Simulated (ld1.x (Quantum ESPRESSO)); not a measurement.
## Au (Z = 79): one change to a TM potential, before and after

gold (Au), norm-conserving Troullier–Martins (Kleinman–Bylander form), made with ld1.x (Quantum ESPRESSO) 7.5 (PW91, scalar-relativistic). Core [Kr] 4d10 4f14, reference 5s2 5p6 5d8 6s0 6p0 (charge +3). Waves: 5s (bound): rc 1.55 bohr; 5p (bound): rc 1.40 bohr; 5d (bound): rc 1.80 bohr. Local part: the d channel. Core correction: Bessel-smoothed model core inside 0.85 bohr.

Change: wave 5s (bound): rc 1.55 bohr becomes 5s (bound): rc 1.62 bohr.

Cutoffs: the cutoffs (Ry, on a coarse ladder) from which the occupation-weighted sum of valence levels, in a spherical-Bessel basis at the reference potential, stays within 10 and 1 mRy of its value at 400 Ry; they do not see the model core or the augmentation charge, which bear on the density cutoff. Errors are all-electron minus pseudo energies relative to the spin-unpolarised reference configuration.

Q: Predict the effect on cutoff, ghosts and configuration errors.

A: The potential gets neither clearly harder nor softer (90 Ry and 120 Ry → 90 Ry and 120 Ry); of the 7 tests that both files solve, the error grows in 0 and shrinks in 4 by more than 15 % and 0.3 meV (median size 350.6 → 178.7 meV); neither file shows a bound ghost. That the errors move this way runs against the usual rule that smaller radii transfer better.

```tsv
quantity	base	changed
cutoff, loose	90 Ry	90 Ry
cutoff, tight	120 Ry	120 Ry
loose cutoff by channel (10 mRy a level)	s 40 Ry, p 55 Ry, d 40 Ry	s 35 Ry, p 55 Ry, d 40 Ry
bound ghosts	none	none
error for 5s2 5p6 5d10 6s1 6p0, meV [ΔE -64.73 eV]	-351	-179
error for 5s2 5p6 5d10 6s0 6p0, meV [ΔE -55.24 eV]	+13	+13
error for 5s2 5p6 5d9 6s0 6p0, meV [ΔE -33.96 eV]	+7.9	+7.9
error for 5s2 5p6 5d9 6s1 6p0, meV [ΔE -52.54 eV]	-494	-250
error for 5s2 5p6 5d9 6s1 6p1, meV [ΔE -57.22 eV]	-537	-318
error for 5s1 5p6 5d10 6s1 6p0, meV [ΔE 50.62 eV]	-996	-778
error for 5s2 5p6 5d7 6s0 6p0, meV [ΔE 47.79 eV]	-16	-15
s: phases at 1.94 bohr within 0.05 rad from the reference energy up to (Ry; the scan ends near 5)	-3.3	-2.8
p: phases at 1.94 bohr within 0.05 rad from the reference energy up to (Ry; the scan ends near 5)	-1.5	-1.5
d: phases at 1.94 bohr within 0.05 rad from the reference energy up to (Ry; the scan ends near 5)	2.6	2.6
```
